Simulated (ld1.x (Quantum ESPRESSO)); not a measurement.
**What one change does to a pseudopotential (thallium (Tl), TM)**

| Property | Result |
| --- | --- |
| Element | thallium |
| Generator | ld1.x (Quantum ESPRESSO) 7.5 |
| Type | norm-conserving Troullier–Martins (Kleinman–Bylander form) |
| Functional | PBE |
| Relativity | fully relativistic |
| Frozen core | [Xe] 4f14 5d10 |
| Valence charge | 3 |
| Reference configuration | 6s1.5 6p1.5 |
| Partial waves | 6p (bound): rc 2.60 bohr; 6s (bound): rc 2.25 bohr |
| Local potential | the s channel |
| Core correction | none |

Open shells are filled in proportion to 2j + 1 (rel_dist='average').

Change: all radii scaled by about 1.10 (s 2.46, p 2.86 bohr).

Cutoffs: the cutoffs (Ry, on a coarse ladder) from which the occupation-weighted sum of valence levels, in a spherical-Bessel basis at the reference potential, stays within 10 and 1 mRy of its value at 400 Ry; they do not see the model core or the augmentation charge, which bear on the density cutoff. Errors are all-electron minus pseudo energies relative to the spin-unpolarised reference configuration.

Q: How do hardness, ghosts and transferability respond?

A: The potential gets softer (18 Ry and 30 Ry → 15 Ry and 25 Ry); of the 7 tests that both files solve, the error grows in 0 and shrinks in 1 by more than 15 % and 0.3 meV (median size 34.1 → 33.6 meV); neither file shows a bound ghost. A larger radius leaves more room for a smooth pseudo-wave, so fewer plane waves are needed.

```tsv
quantity	base	changed
cutoff, loose	18 Ry	15 Ry
cutoff, tight	30 Ry	25 Ry
loose cutoff by channel (10 mRy a level)	p 8 Ry, s 10 Ry	p 6 Ry, s 8 Ry
bound ghosts	none	none
error for 6s2 6p1, meV [ΔE -3.59 eV]	+7.6	+7.1
error for 6s2 6p0, meV [ΔE 1.68 eV]	+92	+91
error for 6s1 6p0, meV [ΔE 22.47 eV]	+154	+152
error for 6s2 6p0.5, meV [ΔE -1.69 eV]	+34	+34
error for 6s0 6p3, meV [ΔE 11.37 eV]	+116	+108
error for 6s1 6p1, meV [ΔE 9.83 eV]	+4.4	+3.8
error for 6s2 6p1.3, meV [ΔE -4.11 eV]	+1.3	+1.0
```
